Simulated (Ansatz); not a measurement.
The cluster Sn3F5. Charge 0, multiplicity 2. Geometry r2SCAN-D4/def2-SVP; atoms count from 1.

Cartesian coordinates in Å:
```
Sn 2.0708 -0.8088 0.9784
Sn -0.2185 1.3620 -1.5257
Sn -1.6752 -1.0951 -0.4748
F -0.9256 0.7221 0.4057
F 0.2316 -1.7290 0.4604
F 1.6139 0.6039 -0.5359
F 1.2230 0.2837 2.3612
F -2.3200 0.6612 -1.6692
```

In the def2 sets Sn takes a core potential; there is no spin–orbit coupling. Another isomer (doublet) lies 0.25 eV lower at PBE0-D4/def2-TZVP; other spin states weren't run for this one.

Estimate the Mulliken populations from the PBE0/def2-TZVP orbitals of Ansatz.


| atom | charge (e) | spin (α − β) |
| --- | --- | --- |
| Sn1 | 1.03 | -0.01 |
| Sn2 | 0.78 | 0.48 |
| Sn3 | 0.78 | 0.48 |
| F4 | -0.47 | 0.01 |
| F5 | -0.55 | 0.00 |
| F6 | -0.55 | 0.00 |
| F7 | -0.51 | 0.00 |
| F8 | -0.52 | 0.03 |
Mulliken values and Mayer orders depend strongly on the basis.

Where does the spin sit?

Summed by element: Sn 0.96, F 0.04, of 1 unpaired in all. Largest on single atoms: Sn2 0.48, Sn3 0.48, F8 0.03.

And the Mayer bond orders between bonded heavy atoms (over 0.3)?

Sn1–F5 0.39 (2.12 Å); Sn1–F6 0.39 (2.12 Å); Sn1–F7 0.79 (1.96 Å); Sn2–Sn3 0.60 (3.04 Å); Sn2–F4 0.42 (2.15 Å); Sn2–F6 0.32 (2.22 Å); Sn2–F8 0.36 (2.22 Å); Sn3–F4 0.42 (2.15 Å); Sn3–F5 0.32 (2.22 Å); Sn3–F8 0.36 (2.22 Å).
